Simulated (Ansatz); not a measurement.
`[OH][Sc]([OH])[F]`, relaxed with RKS PBE0-D4/def2-TZVP in Ansatz from a PBE-D4/def2-SVP geometry. The force threshold is 0.005 eV/Å; the program also tests the step.

Charge 0, multiplicity 1.

Start:

```xyz
6

O    -0.840    0.408    1.315
Sc    0.437   -0.145    0.068
O     0.039   -0.196   -1.764
F     2.139   -0.638    0.586
H    -1.124    0.603    2.221
H    -0.650   -0.032   -2.426
```

Q: How much energy does the relaxation release, and in how many steps? (An estimate is asked.)

A: Ansatz gave: 3.75 kJ/mol, in 11 steps, 2 of them rejected.

Q: Which bonds change most? (Best estimate.)

A: Ansatz gave: O3–H6 from 0.969 to 0.952 Å; O1–H5 from 0.969 to 0.952 Å; Sc2–O3 from 1.875 to 1.861 Å; Sc2–F4 from 1.846 to 1.856 Å.

Q: Give the relaxed structure. (Estimate.)

A: The calculation gave: 
```xyz
6

O    -0.682    0.378    1.496
Sc    0.431   -0.132    0.094
O    -0.134   -0.129   -1.679
F     2.168   -0.663    0.477
H    -1.293    0.649    2.173
H    -0.490   -0.103   -2.562
```
